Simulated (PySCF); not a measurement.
SMILES C[SiH2]/C=C/[SiH2]F (C3H9FSi2) at its GFN2-xTB optimised geometry (Å):

```
15

Si     2.8165    -0.9044    -0.9700
F      3.2686    -1.3210    -2.4628
C      0.9399    -0.9195    -0.9612
C      0.1658    -0.4167     0.0000
Si    -1.7206    -0.4167     0.0000
C     -2.3216     1.3858     0.0000
H      3.3849     0.4218    -0.7678
H      3.4063    -1.9224    -0.1097
H      0.4532    -1.3805    -1.8147
H      0.6547     0.0434     0.8529
H     -2.1950    -1.0969     1.2140
H     -2.2139    -1.1169    -1.1916
H     -1.9736     1.9200    -0.8798
H     -1.9620     1.9224     0.8735
H     -3.4063     1.4356     0.0083
```

Computed with PBE0/def2-TZVP (PySCF). Cells within 0.4 Å of a nucleus heavier than hydrogen are left out (blank, or x).

Map of the Laplacian of the electron density (e/bohr⁵), clipped to [-1.50, 1.50] on the plane z = 0.0 Å:

```
|5555555555555555555555555555555|
|5555555555555555555555555555555|
|5555555555555555555555555555555|
|5555555555555555555555555555555|
|5555555555555555555555555555555|
|5555555555555555555555555555555|
|5555555555555555555555555555555|
|5555555555555555555555555555555|
|5555555555555555555555555555555|
|5555555555555555555555555555555|
|5555555454555555555555555555555|
|55555301xx555555555555555555555|
|55555544xx455555555555555555555|
|5555555543455555555555555555555|
|5555555554455555555555555555555|
|5555555559995445555555555555555|
|5555555559xx942xx55555555555555|
|5555555559x9643xx55555555555555|
|5555555555765555555555555555555|
|5555555555555555555555544455555|
|5555555555555555555555540455555|
|5555555555555555555555554555555|
|5555555555555555555555555555555|
|5555555555555555555555555555555|
|5555555555555555555555555555555|
|5555555555555555555555555555555|
|5555555555555555555555555555555|
|5555555555555555555555555555555|
|5555555555555555555555555555555|
|5555555555555555555555555555555|
|5555555555555555555555555555555|
```
Scale: ten equal steps from -1.50 (start of '0') to 1.50 (end of '9'), in the order '0123456789'; x runs from -5.50 to 5.50, y from -5.50 (bottom) to 5.50 (top).
